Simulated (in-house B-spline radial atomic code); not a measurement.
Inner-shell binding energies (edges) and X-ray emission energies of free atoms and ions, as differences of relaxed hole-state energies with first-order Breit, QED and recoil terms, without correlation or multiplet splittings, in NIST's listed ground configurations. For neutral atoms such line energies lie within some 1 to 5 eV of tabulated X-ray lines (up to 20 eV for the heaviest). K = 1s, L1 = 2s, L2 = 2p1/2, L3 = 2p3/2, M3 = 3p3/2. A dash marks a subshell that is part filled or wasn't run, or a line left out. Computed with a B-spline radial code for spherical atoms: Dirac-Hartree-Fock, average of the configuration, finite nuclei.

```tsv
ion	configuration	K edge (eV)	L1 edge (eV)	L3 edge (eV)	K-L2 (eV)	K-M3 (eV)
Tm2+	[Xe] 4f13	59402	10137.3	8663.45	49769.5	57502.5
Yb2+	[Xe] 4f14	61343.9	10510	8958.8	51349.9	59374
Hf2+	[Xe] 4f14 5d2	65363.2	11301.1	9583.34	54601.4	63227.6
Ta2+	[Xe] 4f14 5d3	67433.9	11711.5	9904.32	56273.7	65212.3
W2+	[Xe] 4f14 5d4	69545.9	12132	10231	57977.4	67236.2
Re2+	[Xe] 4f14 5d5	71700.1	12562.8	10563.4	59713.2	69300.2
Os2+	[Xe] 4f14 5d6	73896.6	13003.9	10901.6	61481.1	71404.5
Ir2+	[Xe] 4f14 5d7	76137	13455.7	11245.4	63282.5	73550.8
Pt2+	[Xe] 4f14 5d8	78421.2	13918.4	11594.9	65116.9	75738.8
Au2+	[Xe] 4f14 5d9	80750.4	14392.1	11950	66985.6	77969.9
Hg2+	[Xe] 4f14 5d10	83125	14877.1	12310.9	68888.5	80244.5
Pb2+	[Xe] 4f14 5d10 6s2	88024.9	15892.7	13060.2	72800.2	84928
```
